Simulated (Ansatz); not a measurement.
A nudged elastic band was laid between two geometries of C2H9FGe2 (14 atoms, charge 0, multiplicity 1).

Level of theory: RHF/def2-SVP (Ansatz).

```
movable images  : 7
climbing image  : yes
spring          : 5.0 eV/Å²
optimiser       : quadratic models (default)
start path      : through a guess of the saddle point
force threshold : 0.03 eV/Å
iteration limit : 50
end points      : relaxed
```

Image 0:

```xyz
14
Properties=species:S:1:pos:R:3
C -1.395 1.273 1.081
Ge 0.447 0.599 1.129
C 0.628 -1.045 0.049
Ge 0.486 -0.875 -1.881
F 0.569 -2.476 -2.546
H -2.089 0.519 1.457
H -1.490 2.165 1.703
H -1.692 1.535 0.064
H 1.408 1.673 0.588
H 0.849 0.274 2.578
H -0.130 -1.759 0.381
H 1.601 -1.493 0.268
H 1.656 -0.108 -2.500
H -0.861 -0.312 -2.342
```

Image 8:

```xyz
14
Properties=species:S:1:pos:R:3
C -0.934 1.786 0.815
Ge 0.083 0.193 1.339
C 1.064 -0.561 -0.200
Ge 0.021 -1.384 -1.617
F 1.137 -1.923 -2.832
H -1.682 1.544 0.058
H -1.449 2.211 1.678
H -0.268 2.548 0.405
H 1.102 0.556 2.432
H -0.874 -0.874 1.904
H 1.759 -1.317 0.175
H 1.670 0.233 -0.644
H -0.914 -0.403 -2.328
H -0.727 -2.638 -1.158
```

Problem. What changes between the two ends?

Solution. No bond is made or broken. The dihedral C1–Ge2–C3–Ge4 goes from 69 to -69°. The two ends are copies of one structure, up to a mirror image or an exchange of like atoms.

Problem. What energy profile does the band end with?

Solution. The forces met the threshold. The highest image is number 4 of 0 to 8, 0.054 eV above the ends, which have the same energy within 2 meV. A vibrational analysis at the climbing image gives one clearly imaginary mode, 69i cm⁻¹: a first-order saddle point.

| image | path coordinate (Å) | energy (eV) | dihedral C1–Ge2–C3–Ge4 (°) |
| --- | --- | --- | --- |
| 0 | 0.00 | 0.000 | 69 |
| 1 | 0.92 | 0.003 | 58 |
| 2 | 1.84 | 0.015 | 41 |
| 3 | 2.76 | 0.040 | 21 |
| 4 | 3.68 | 0.054 | 0 |
| 5 | 4.58 | 0.041 | -20 |
| 6 | 5.48 | 0.017 | -40 |
| 7 | 6.38 | 0.004 | -56 |
| 8 | 7.28 | 0.000 | -69 |

Problem. What is the geometry of the highest image?

Solution. 
```xyz
14
Properties=species:S:1:pos:R:3
C -1.066 1.563 0.677
Ge 0.383 0.413 1.342
C 0.923 -0.982 0.039
Ge 0.011 -1.048 -1.675
F 0.716 -2.352 -2.578
H -1.965 0.982 0.459
H -1.324 2.308 1.431
H -0.767 2.093 -0.229
H 1.609 1.283 1.663
H -0.077 -0.279 2.636
H 0.800 -1.959 0.511
H 1.990 -0.866 -0.165
H 0.231 0.204 -2.526
H -1.476 -1.390 -1.555
```

Problem. What are the harmonic wavenumbers there?

Solution. 69i, 51, 95, 166, 169, 211, 454, 472, 566, 625, 636, 708, 724, 734, 786, 829, 890, 921, 928, 955, 962, 1095, 1168, 1389, 1514, 1564, 1566, 2215, 2233, 2263, 2279, 3177, 3201, 3263, 3273, 3275 cm⁻¹.

The run took 4 min on 2 threads of Arm Neoverse V2, on a shared host, peak memory 0.51 GiB.
